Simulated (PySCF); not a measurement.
PySCF 2.14 output of a UHF calculation on a single atom or ion in def2-TZVPPD with the def2 core potential (28 electrons) (6s4p3d2f1g, 56 functions), with scalar relativity through the core potential:

```
SCF conv_tol = 1e-09
number electrons alpha = 7  beta = 5
cycle= 1 E= -46.3387903996356  delta_E= -0.0061  |g|= 0.0248  |ddm|= 0.105
cycle= 2 E= -46.3402671703709  delta_E= -0.00148  |g|= 0.0147  |ddm|= 0.0608
cycle= 3 E= -46.34189694408  delta_E= -0.00163  |g|= 0.015  |ddm|= 0.0735
cycle= 4 E= -46.3393928508282  delta_E= 0.0025  |g|= 0.0125  |ddm|= 0.122
cycle= 5 E= -46.3366348398489  delta_E= 0.00276  |g|= 0.00964  |ddm|= 0.221
cycle= 6 E= -46.3368097822058  delta_E= -0.000175  |g|= 0.00722  |ddm|= 0.028
cycle= 7 E= -46.3366055181833  delta_E= 0.000204  |g|= 0.00565  |ddm|= 0.108
cycle= 8 E= -46.3369254413793  delta_E= -0.00032  |g|= 0.00399  |ddm|= 0.062
cycle= 9 E= -46.3372963844  delta_E= -0.000371  |g|= 0.00302  |ddm|= 0.145
cycle= 10 E= -46.337301158797  delta_E= -4.77e-06  |g|= 0.00187  |ddm|= 0.0207
cycle= 11 E= -46.337306247688  delta_E= -5.09e-06  |g|= 0.0002  |ddm|= 0.0138
cycle= 12 E= -46.3373058027195  delta_E= 4.45e-07  |g|= 0.000172  |ddm|= 0.00477
cycle= 13 E= -46.3373059051371  delta_E= -1.02e-07  |g|= 5.41e-05  |ddm|= 0.0027
cycle= 14 E= -46.3373059051309  delta_E= 6.24e-12  |g|= 6.8e-06  |ddm|= 0.000544
converged SCF energy = -46.3373059051309  <S^2> = 2.0738278  2S+1 = 3.0488213
```

The run itself started from symmetry-adapted Hartree-Fock orbitals and held the occupation by maximum overlap, so the iterations belong to that start.

Question: Which element, charge and spin multiplicity is this?

Answer: Zr (zirconium, neutral), multiplicity 3; the state was [Kr] 4d1 5s2 5p1, one real determinant (an excited configuration).

⟨L²⟩ = 8.54 against 12 for a pure F term, so this real determinant mixes terms. Energies and moments cover only the electrons outside the core potential. ⟨S²⟩ = 2.07 against 2.00 shows spin contamination.
